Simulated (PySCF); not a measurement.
disodium (Na2), singlet, at a GFN2-xTB geometry (such geometries of metal compounds can be far from the true shape); PySCF with HF/cc-pVDZ.

PySCF was given this input:
```python
from pyscf import gto, scf

mol = gto.M(
    atom='''
Na   -0.000000   -0.000000   -1.366349
Na    0.000000    0.000000    1.366349
''',
    basis='cc-pvdz',
    charge=0,
    spin=0,
    verbose=4,
)

mf = scf.RHF(mol)
mf.kernel()
```

Output, abridged:

```
PySCF version 2.14.0

[INPUT] verbose = 4
[INPUT] num. atoms = 2
[INPUT] num. electrons = 22
[INPUT] charge = 0
[INPUT] spin (= nelec alpha-beta = 2S) = 0
[INPUT] symmetry False subgroup None
[INPUT] Mole.unit = angstrom
[INPUT] Symbol           X                Y                Z      unit          X                Y                Z       unit  Magmom
[INPUT]  1 Na     0.000000000000   0.000000000000  -1.366349000000 AA    0.000000000000   0.000000000000  -2.582025400573 Bohr   0.0
[INPUT]  2 Na     0.000000000000   0.000000000000   1.366349000000 AA    0.000000000000   0.000000000000   2.582025400573 Bohr   0.0

nuclear repulsion = 23.4312179835898
number of shells = 10
number of NR pGTOs = 82
number of NR cGTOs = 36
basis = cc-pvdz
ecp = {}

******** <class 'pyscf.scf.hf.RHF'> ********
method = RHF
initial guess = minao
damping factor = 0
level_shift factor = 0
DIIS = <class 'pyscf.scf.diis.CDIIS'>
diis_start_cycle = 1
diis_space = 8
diis_damp = 0
SCF conv_tol = 1e-09
SCF conv_tol_grad = None
SCF max_cycles = 50
direct_scf = True
direct_scf_tol = 1e-13
Set gradient conv threshold to 3.16228e-05
Initial guess from minao.
init E= -323.681224828057
  HOMO = -0.151111482474452  LUMO = -0.0144319988620401  gap/eV = 3.71924
cycle= 1 E= -323.698843325699  delta_E= -0.0176  |g|= 0.0193  |ddm|= 0.623
  HOMO = -0.173692482597313  LUMO = 0.00555118174059088  gap/eV = 4.87747
cycle= 2 E= -323.699348834237  delta_E= -0.000506  |g|= 0.00581  |ddm|= 0.0452
  HOMO = -0.171402451875214  LUMO = 0.0070161400741251  gap/eV = 4.85502
cycle= 3 E= -323.699420696458  delta_E= -7.19e-05  |g|= 0.000932  |ddm|= 0.0218
  HOMO = -0.171115348543656  LUMO = 0.00718542912629672  gap/eV = 4.85181
cycle= 4 E= -323.69942343329  delta_E= -2.74e-06  |g|= 0.000202  |ddm|= 0.00568
  HOMO = -0.171124998437006  LUMO = 0.00719439800244559  gap/eV = 4.85232
cycle= 5 E= -323.699423568379  delta_E= -1.35e-07  |g|= 1.28e-05  |ddm|= 0.00193
  HOMO = -0.171126283085716  LUMO = 0.00719368696958322  gap/eV = 4.85233
cycle= 6 E= -323.699423568794  delta_E= -4.15e-10  |g|= 1.55e-06  |ddm|= 0.000128
  HOMO = -0.171126488700756  LUMO = 0.00719368312172275  gap/eV = 4.85234
Extra cycle  E= -323.699423568798  delta_E= -4.32e-12  |g|= 4.68e-07  |ddm|= 8.54e-06
converged SCF energy = -323.699423568798
```
